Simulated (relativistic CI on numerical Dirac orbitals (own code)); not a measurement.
# Electric-dipole transitions in Cd4+

These numbers are calculated, not measured: Dirac-Coulomb-Breit CI, separate exchange-only KLI orbitals for each configuration, model QED (radiative potential, 1s self-energy scaled to tabulated hydrogen-like ionisation energies), valence Slater integrals scaled by 0.85, P86 correlation energy added to each configuration (own radial code, finite nucleus).

CI space (outside the closed core [Ar] 3d10 4s2): 4p⁶4d⁸, 4p⁶4d⁷5s, 4p⁶4d⁷4f, 4p⁶4d⁷5p, 4p⁵4d⁹, 4p⁶4d⁷5d, 4p⁶4d⁷6s, 4p⁶4d⁶5s², 4p⁶4d⁷6p, 4p⁶4d⁶5s5p, 4p⁶4d⁷6d, 4p⁶4d⁷5f, 4p⁶4d⁷5g, 4p⁴4d¹⁰, 4p⁶4d⁷6f, 4p⁶4d⁶5p². Levels of other configurations are missing.

```
λ vac (nm)               Lower                Upper   A (s⁻¹)  E lower (cm⁻¹)  E upper (cm⁻¹)
    38.633      4p⁶4d⁸ ¹G4 [8]  4p⁶4d⁷5p ¹F°3 [145]  8.39e+09           23381          282224
    39.134      4p⁶4d⁸ ³F4 [1]   4p⁶4d⁷5p ³D°3 [99]  5.50e+09               0          255529
    39.781      4p⁶4d⁸ ³F3 [2]  4p⁶4d⁷5p ³F°3 [105]  4.46e+09            5046          256422
    39.927      4p⁶4d⁸ ³F4 [1]   4p⁶4d⁷5p ³G°5 [82]  6.28e+09               0          250454
    39.965      4p⁶4d⁸ ³F3 [2]   4p⁶4d⁷5p ³G°4 [98]  4.67e+09            5046          255265
    40.596      4p⁶4d⁸ ³F4 [1]   4p⁶4d⁷5p ³F°4 [75]  6.73e+09               0          246329
    40.657      4p⁶4d⁸ ¹G4 [8]  4p⁶4d⁷5p ¹H°5 [132]  3.80e+09           23381          269340
    41.169      4p⁶4d⁸ ³F4 [1]   4p⁶4d⁷5p ³F°3 [69]  3.34e+09               0          242902
    41.324      4p⁶4d⁸ ¹G4 [8]  4p⁶4d⁷5p ¹G°4 [127]  9.97e+09           23381          265372
    93.044  4p⁶4d⁷5p ⁵D°4 [48]   4p⁶4d⁷5d ⁵P3 [160]  4.47e+09          225125          332601
    93.971  4p⁶4d⁷5p ⁵D°4 [48]   4p⁶4d⁷5d ⁵F4 [159]  3.12e+09          225125          331541
    94.206  4p⁶4d⁷5p ⁵F°5 [49]   4p⁶4d⁷5d ⁵G6 [161]  2.97e+09          226489          332639
    95.618  4p⁶4d⁷5p ⁵F°5 [49]   4p⁶4d⁷5d ⁵F5 [158]  2.78e+09          226489          331072
    98.815  4p⁶4d⁷5p ³G°5 [54]   4p⁶4d⁷5d ³H6 [165]  4.22e+09          233270          334469
    99.288  4p⁶4d⁷5p ⁵G°6 [53]   4p⁶4d⁷5d ⁵H7 [163]  4.97e+09          233182          333898
    100.17  4p⁶4d⁷5p ⁵G°5 [65]   4p⁶4d⁷5d ⁵H6 [176]  4.64e+09          238819          338652
    100.85  4p⁶4d⁷5p ³G°4 [67]   4p⁶4d⁷5d ³H5 [188]  4.36e+09          242434          341594
    101.23  4p⁶4d⁷5p ³G°3 [72]   4p⁶4d⁷5d ³H4 [194]  4.25e+09          244786          343568
    120.23   4p⁶4d⁷5s ⁵F4 [11]   4p⁶4d⁷5p ⁵G°5 [65]  5.73e+08          155647          238819
    120.91   4p⁶4d⁷5s ³H6 [26]  4p⁶4d⁷5p ³H°6 [118]  9.46e+08          179008          261712
    121.51   4p⁶4d⁷5s ¹H5 [37]  4p⁶4d⁷5p ¹H°5 [132]  1.45e+09          187039          269340
    122.39   4p⁶4d⁷5s ³H5 [29]  4p⁶4d⁷5p ³H°5 [119]  1.41e+09          180856          262560
    123.32   4p⁶4d⁷5s ⁵P3 [18]   4p⁶4d⁷5p ⁵D°4 [84]  1.31e+09          169689          250777
    123.70   4p⁶4d⁷5s ⁵F5 [10]   4p⁶4d⁷5p ⁵G°6 [53]  1.64e+09          152343          233182
    124.57   4p⁶4d⁷5s ³F4 [42]  4p⁶4d⁷5p ³G°5 [143]  1.43e+09          195869          276143
    124.85   4p⁶4d⁷5s ³G5 [21]   4p⁶4d⁷5p ³G°5 [93]  9.04e+08          173111          253209
    126.44   4p⁶4d⁷5s ³D3 [31]  4p⁶4d⁷5p ³F°4 [115]  1.43e+09          181812          260901
    127.12   4p⁶4d⁷5s ³G5 [21]   4p⁶4d⁷5p ³H°6 [89]  6.03e+08          173111          251776
    128.83   4p⁶4d⁷5s ⁵F4 [11]   4p⁶4d⁷5p ³G°5 [54]  9.10e+08          155647          233270
    129.41   4p⁶4d⁷5s ⁵F3 [12]   4p⁶4d⁷5p ³F°4 [58]  7.05e+08          158220          235495
    129.72   4p⁶4d⁷5s ³G5 [21]   4p⁶4d⁷5p ³I°6 [81]  8.43e+08          173111          250198
    130.04   4p⁶4d⁷5s ³H6 [26]  4p⁶4d⁷5p ³I°7 [102]  1.46e+09          179008          255910
    130.11   4p⁶4d⁷5s ⁵F2 [13]   4p⁶4d⁷5p ⁵G°3 [61]  9.54e+08          159845          236700
    130.43   4p⁶4d⁷5s ¹G4 [28]  4p⁶4d⁷5p ¹H°5 [107]  9.16e+08          180169          256839
    131.84   4p⁶4d⁷5s ³F4 [15]   4p⁶4d⁷5p ³D°3 [66]  9.98e+08          163926          239777
    132.38   4p⁶4d⁷5s ⁵F4 [11]   4p⁶4d⁷5p ⁵G°4 [51]  9.40e+08          155647          231188
    132.99   4p⁶4d⁷5s ⁵F3 [12]   4p⁶4d⁷5p ⁵G°3 [55]  8.19e+08          158220          233415
    133.53   4p⁶4d⁷5s ³F4 [15]   4p⁶4d⁷5p ⁵G°5 [65]  8.53e+08          163926          238819
    134.59   4p⁶4d⁷5s ³F3 [16]   4p⁶4d⁷5p ³G°4 [67]  9.27e+08          168135          242434
    134.84   4p⁶4d⁷5s ³F4 [15]   4p⁶4d⁷5p ³F°4 [64]  7.45e+08          163926          238088
    134.87   4p⁶4d⁷5s ⁵F5 [10]   4p⁶4d⁷5p ⁵F°5 [49]  1.06e+09          152343          226489
    135.98   4p⁶4d⁷5s ⁵F4 [11]   4p⁶4d⁷5p ⁵F°3 [50]  9.46e+08          155647          229188
    137.40   4p⁶4d⁷5s ⁵F5 [10]   4p⁶4d⁷5p ⁵D°4 [48]  9.55e+08          152343          225125
    139.96   4p⁶4d⁷5s ³H6 [26]   4p⁶4d⁷5p ³G°5 [82]  1.01e+09          179008          250454
    141.12   4p⁶4d⁷5s ³G4 [22]   4p⁶4d⁷5p ³H°5 [73]  7.01e+08          174559          245420
```

Terms are leading LS components. Brackets give the number of a level in order of energy, since labels repeat. The list gives strong lines, with weight on those to low levels, without lines whose two gauges differ by over a factor of 2.5, among the lowest 200 of 2342 levels, so that lines to higher ones, which can be the strongest, are missing. Levels whose partners in the same complex of configurations lie outside the list can be far off, and so can their lines. Rates are taken at the computed energies, electric ones in the length gauge.

At this charge configurations can still be misplaced by up to about 7 % of their energy.

LS names give the leading component of a level, which can be under half, so a name can repeat, a term be missing and a line seem to break the LS rules.
